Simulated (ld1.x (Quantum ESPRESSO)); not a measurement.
# oxygen: excitation energies, all-electron against ultrasoft

ld1.x (Quantum ESPRESSO) 7.5 input, shortened:

```
&input
   title='O', zed=8., rel=1, dft='BLYP', iswitch=3,
   config='[He] 2s1.75 2p4.25 3d-2'
 /
 &inputp
   pseudotype=3, tm=.true., lloc=2,
   nlcc=.false.,
   which_augfun='PSQ', rmatch_augfun=0.85
 /
5
2S  1  0   1.75   0.00  0.75  0.95  0.0
2S  1  0   0.00  -0.80  0.75  0.95  0.0
2P  2  1   4.25   0.00  1.30  1.65  0.0
2P  2  1   0.00   0.05  1.30  1.65  0.0
3D  3  2  -2.00   0.40  1.35  1.35  0.0
 &test
   configts(1)='2s1.75 2p4.25'
 /
```

Energies are relative to the spin-unpolarised reference configuration 2s1.75 2p4.25; without spin polarisation the order of configurations can differ from experiment.

| valence configuration | charge | ΔE all-electron (eV) | error AE − PS (meV) |
| --- | --- | --- | --- |
| 2s2 2p3 | +1 | 12.725 | +2.1 |
| 2s2 2p2 | +2 | 46.333 | +13 |
| 2s2 2p4.3 | -0.3 | -5.824 | +0.7 |
| 2s0 2p6 | 0 | 26.008 | +37 |
| 2s1 2p5 | 0 | 11.128 | +6.9 |

Q: What are ΔE and the potential's error for 2s2 2p0?

A: ΔE = 177.303 eV all-electron; the error (AE − PS) is +506 meV.

Q: What are ΔE and the potential's error for 2s2 2p4?

A: ΔE = -3.703 eV all-electron; the error (AE − PS) is +0.8 meV.

Levels in the configuration 2s2 2p0:

```csv
level,all-electron (eV),pseudo (eV)
2s,-102.693,-102.415
```

ld1.x printed “convergence not achieved” for 5 of the counted tests; their residual had stalled under 1e-8, short of the target of 1e-14.
